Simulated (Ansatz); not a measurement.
C2H6BFSe can be A, `C[Se]BCF`, or B, `CC[Se]BF`.

Computed with Ansatz on PBE0-D4/def2-TZVP structures; ΔE is electronic, products minus reactants. CCSD(T)/CBS is the MP2 limit (def2-TZVPP, def2-QZVPP) plus CCSD(T) − MP2 in def2-TZVPP, frozen cores. Functionals use def2-TZVPP. B3LYP here is the variant with VWN-RPA as its local correlation; programs differ in this. For Se outer-core shells are correlated without core-valence functions, which leaves a few kJ/mol of doubt a bond. Scalar relativity is left out up to krypton. Each species was taken in one conformer, which may not be the lowest.

A:

```xyz
11

C    -2.226   -0.469   -0.494
Se   -0.631   -1.077    0.449
B     0.593    0.323    0.051
C     2.073    0.231    0.562
F     2.778    1.411    0.355
H    -3.059   -0.465    0.206
H    -2.434   -1.154   -1.313
H    -2.048    0.534   -0.875
H     0.215    1.249   -0.600
H     2.135   -0.011    1.630
H     2.604   -0.571    0.031
```

B:

```xyz
11

C    -0.212    1.221   -0.829
C     0.237    0.796    0.552
Se   -0.864   -0.645    1.308
B    -0.070   -2.159    0.437
F     0.955   -2.017   -0.393
H     0.401    2.055   -1.183
H    -1.255    1.545   -0.826
H    -0.113    0.403   -1.544
H     0.157    1.611    1.272
H     1.267    0.442    0.553
H    -0.503   -3.252    0.652
```

**Question.** Which isomer does CCSD(T)/CBS put lower? Give the gap. (An estimate is asked.)

**Answer.** The calculation gave: B, by 45.4 kcal/mol.

**Question.** Give E(B) − E(A) in kcal/mol with B3LYP-D4, CCSD(T)/def2-TZVPP, r2SCAN-D4, PBE-D4, B2PLYP, CCSD/def2-TZVPP, HF/def2-TZVPP. (Best estimate.)

**Answer.** Ansatz gave: B3LYP-D4 -43.9, CCSD(T)/def2-TZVPP -45.3, r2SCAN-D4 -44.5, PBE-D4 -42.8, B2PLYP -44.7, CCSD/def2-TZVPP -45.1, HF/def2-TZVPP -44.4. None reverses the order clearly.

Largest T1 diagnostic: 0.012.

The D4 term adds −0.7 kcal/mol with B3LYP and −0.4 kcal/mol with PBE0; it sums over pairs of atoms, weighted by their polarisabilities, and B3LYP, whose exchange is more repulsive, gets the larger term. From PBE to PBE0 (25 % exact exchange), in def2-TZVPP and without D4, E(B) − E(A) moves by −0.9 kcal/mol.
